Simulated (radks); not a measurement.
Effect of the nuclear size on the sulfur ion S+, [Ne] 3s2 3p3. Method: Dirac Kohn-Sham, LDA (Slater exchange, Perdew-Wang correlation), spin-unpolarised, spherical densities, finite nucleus; open shells are shared between the two j in proportion to 2j + 1; Fermi nuclear charge, rms radius 3.2611 fm; computed with a radial shooting solver on a logarithmic mesh with Libxc functionals. The rms radius is varied about that value; shifts are against it.

rms radius (fm) = 2.9056: total energy shift (eV) -0.00208; density at nucleus (e/bohr^3) 2930; 1s1/2 shift (meV) -0.874; 2s1/2 shift (meV) -0.061
rms radius (fm) = 3.0948: total energy shift (eV) -0.00100; density at nucleus (e/bohr^3) 2927; 1s1/2 shift (meV) -0.421; 2s1/2 shift (meV) -0.029
rms radius (fm) = 3.2611: total energy shift (eV) 0; density at nucleus (e/bohr^3) 2924; 1s1/2 shift (meV) 0.000; 2s1/2 shift (meV) 0.000
rms radius (fm) = 3.4959: total energy shift (eV) 0.00150; density at nucleus (e/bohr^3) 2921; 1s1/2 shift (meV) 0.631; 2s1/2 shift (meV) 0.044
rms radius (fm) = 3.8351: total energy shift (eV) 0.00386; density at nucleus (e/bohr^3) 2916; 1s1/2 shift (meV) 1.62; 2s1/2 shift (meV) 0.113

Slopes of the eigenvalues against <r^2> in GHz/fm^2, as finite differences over the two radii next to the reference (eigenvalue slopes, not the field-shift constants of lines): 1s1/2 96.2, 2s1/2 6.73.
